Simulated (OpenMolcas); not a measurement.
## Rh2+: effect of the active space

```yaml
Program: OpenMolcas
Method: MS-CASPT2 or its RAS form, IPEA 0.25 Eh, imaginary shift 0.1 Eh
Basis: ANO-RCC-VTZP
Scalar_Hamiltonian: DKH2, point nucleus
Spin-orbit_coupling: RASSI with atomic mean-field integrals over the reference wave functions, term energies averaged over their components
```

A. 7 electrons in 5 orbitals (4d); 2S+1 = 4 even, 10 roots; 2S+1 = 2 even, 40 roots; closed shells correlated: 4s 4p; CASPT2 step roughly 10 core-seconds
B. 7 electrons in 6 orbitals (4d 5s); 2S+1 = 6 even, 6 roots (5 in the spin-orbit step); 2S+1 = 4 even, 60 roots; 2S+1 = 2 even, 110 roots; closed shells correlated: 4s 4p; CASPT2 step about 40 core-seconds
C. 7 electrons in 9 orbitals (RAS2 4d 5s; RAS3 5p, at most 2 electrons); 2S+1 = 4 even, 60 roots; 2S+1 = 6 even, 6 roots kept (CI in the orbitals of an earlier block, 5 in the spin-orbit step); 2S+1 = 2 even, 83 roots kept (CI in the orbitals of an earlier block); 2S+1 = 4 odd, 87 roots (49 in the spin-orbit step); 2S+1 = 6 odd, 15 roots kept (CI in the orbitals of an earlier block); 2S+1 = 2 odd, 45 roots kept (CI in the orbitals of an earlier block, 0 in the spin-orbit step); closed shells correlated: 4s 4p; CASPT2 step roughly 7 core-minutes
D. 7 electrons in 10 orbitals (4d 5d); 2S+1 = 4 even, 10 roots; 2S+1 = 2 even, 40 roots; closed shells correlated: 4s 4p; CASPT2 step roughly 26 core-minutes

Energies in cm⁻¹ above 4d⁷ ⁴F_9/2, the measured ground level; measured values from the list in Shadmi, J. Res. Natl. Bur. Stand. 70A, 435 (1966).

| Level | A | B | C | D | Measured |
| --- | --- | --- | --- | --- | --- |
| 4d⁷ ⁴F_9/2 | 0.0 | 0.0 | 0.0 | 0.0 | 0.0 |
| 4d⁷ ⁴F_7/2 | 2090 | 2220 | 2230 | 2060 | 2148 |
| 4d⁷ ⁴F_5/2 | 3420 | 3620 | 3610 | 3370 | 3486 |
| 4d⁷ ⁴F_3/2 | 4270 | 4490 | 4480 | 4190 | 4322 |
| 4d⁷ ⁴P_3/2 | 11740 | 11160 | 10960 | 11200 | 10997 |
| 4d⁷ ⁴P_5/2 | 11800 | 11230 | 11030 | 11230 | 11062 |
| 4d⁷ ⁴P_1/2 | 13190 | 12710 | 12510 | 12600 |  |
| 4d⁷ ²G_9/2 | 13640 | 13280 | 13200 | 13410 |  |
| 4d⁷ ²G_7/2 | 15680 | 15370 | 15320 | 15430 |  |
| 4d⁷ ²P_3/2 [54 %] | 16760 | 16310 | 16160 | 16430 |  |
| 4d⁷ ²H_11/2 | 18410 | 18130 | 18050 | 18120 |  |
| 4d⁷ ²P_1/2 | 18640 | 18310 | 18190 | 18390 |  |
| 4d⁷ ²D_5/2(1) | 19140 | 18590 | 18450 | 18920 |  |
| 4d⁷ ²H_9/2 | 20470 | 20290 | 20240 | 20160 |  |
| 4d⁷ ²D_3/2(1) [72 %] | 22440 | 22060 | 21990 | 22250 |  |
| 4d⁷ ²F_5/2 | 28010 | 27340 | 27160 | 27660 |  |
| 4d⁷ ²F_7/2 | 29040 | 28410 | 28250 | 28730 |  |
| 4d⁷ ²D_3/2(2) | 44670 | 43920 | 43610 | 44300 |  |
| 4d⁷ ²D_5/2(2) [72 %] | 45650 | 44920 | 44630 | 45420 |  |

Deviations, from unrounded energies. A percentage is the sum of absolute deviations over the sum of measured energies, with the sign that they share, or ± where signs differ.

```
                        Against measurement  Levels     A     B     C     D
             mean absolute deviation (cm-1)       5   330   140    89   140
      fine structure of the ground term (%)       3  -1.7  +3.8  +3.7  -3.4
other terms of the ground configuration (%)       2  +6.7  +1.5  -0.3  +1.7
```

C lies closest to measurement on these levels and A furthest from it. The largest miss of C in the table is 4d⁷ ⁴F_3/2, by +160 cm-1. The ranking rests on the paired levels alone, and a cruder setting can come out closer through cancelling errors.

The two smallest mean deviations differ by little beside CASPT2's spread within terms, so their order carries little weight.

Among A to D the level of the table that moves most is 4d⁷ ²D_3/2(2), by 1100 cm-1 (lowest in C, highest in A). Moves below CASPT2's spread within the term are not significant.

Term energies are means over components that CASPT2 splits; among the terms shown or strongly mixed into the levels shown the widest spread is 1500 cm-1 (4d⁷ ⁴F, B). Levels of configurations with an s electron are missing; early in the row they begin among the upper levels of the d shell and mix with terms of their name (holds for A). Blocks of more than 70 roots (2S+1 = 2 even) ran without multistate coupling (holds for B; C). Some high roots are left out of the spin-orbit mixing, which shifts the levels that they would mix with (holds for B; C). Terms from blocks run as CI alone lack orbitals of their own (holds for C). The CASPT2 spread within a term exceeds the gap to the next term for 4d⁷ ²H and 4d⁷ ²D(1), so the order of their levels is uncertain (holds for C; D). Active for correlation alone: 5d; no level in the range computed is led by a configuration that fills it, so any true level of that kind is missing (holds for D). Computed and measured levels are paired by configuration, term and J; levels that our copy of the source lacks, or whose pairing is in doubt (as where it misses far off the trend of its configuration), stay unpaired and out of the deviations. Only configurations of the active space appear. The table leaves out levels that lie high or whose names do not pair safely across all columns.

A share in square brackets marks a mixed level and gives the weight of the term that names it, the lowest over the columns. A number in round brackets counts repeated terms of one configuration in the order of the reference energies.
